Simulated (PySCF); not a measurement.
Compound: C8H7FO.
SMILES with atom numbers: `[CH3:1][C:2](=[O:3])[c:4]1[cH:5][cH:6][cH:7][c:8]([F:9])[cH:10]1`

NICS is the negative of the GIAO shielding at a point without a nucleus: at the ring centre (0) and 1 Å above and below it (1); zz is the component along the ring normal. Level: GIAO PBE0/pcSseg-1 (PySCF, non-relativistic, gas phase) on the GFN2-xTB geometry, one conformer.

Ring bond lengths (Å), with Mayer bond orders in brackets: C4–C5 1.395 (1.42), C5–C6 1.382 (1.44), C6–C7 1.385 (1.40), C7–C8 1.384 (1.44), C8–C10 1.381 (1.43), C10–C4 1.393 (1.33).

**Question.** What do the NICS probes read (ppm)?

**Answer.** 
```json
{"ring": "C4–C5–C6–C7–C8–C10", "type": "6-membered carbocycle; formal bonds all aromatic", "NICS(0)": "-10.1", "NICS(1), two faces": "-11.4 / -11.4", "NICS(1)zz, two faces": "-27.2 / -27.2", "rms pucker (Å)": "0.00", "centre to ring atoms, mean (Å)": "1.39"}
```

**Question.** What can be read from them?

**Answer.** 
- C4–C5–C6–C7–C8–C10: mean NICS(1)zz -27.2 ppm, shielded, aromatic by this magnetic criterion (flat ring, no four-coordinate atom).

**Question.** How equal are the bonds by HOMA? Use HOMA with the parameters of Krygowski (1993).

**Answer.** 
- C4–C5–C6–C7–C8–C10: HOMA 0.99 = 1 − EN − GEO, with mean bond length 1.387 Å, EN = α(Ropt − mean)² = 0.000 and GEO = α × variance = 0.008. The geometric and the magnetic index point the same way.

**Question.** What is the mean of the two in-plane components of NICS at the second NICS(1) probe listed for ring C4–C5–C6–C7–C8–C10, 1 Å off the ring?

**Answer.** The isotropic value is a third of the trace: (3 × -11.4 − (-27.2))/2 = -3.5 ppm.

**Question.** How shielded are the nuclei of the rings and their hydrogens (means over atoms taken as equivalent)?

**Answer.** 
```csv
atoms,environment,σ isotropic (ppm)
C4,substituted aromatic carbon,44.9
C5,aromatic CH carbon,56.4
C6,aromatic CH carbon,51.1
C7,aromatic CH carbon,60.7
C8,aromatic C–F carbon,14.3
C10,aromatic CH carbon,65.2
H on C5,aromatic hydrogen,23.28
H on C6,aromatic hydrogen,23.92
H on C7,aromatic hydrogen,24.17
H on C10,aromatic hydrogen,23.99
```

Conformer computed: `[CH3:1][C:2](=[O:3])[c:4]1[cH:5][cH:6][cH:7][c:8]([F:9])[cH:10]1`: C1–C2–C4–C5 180°.
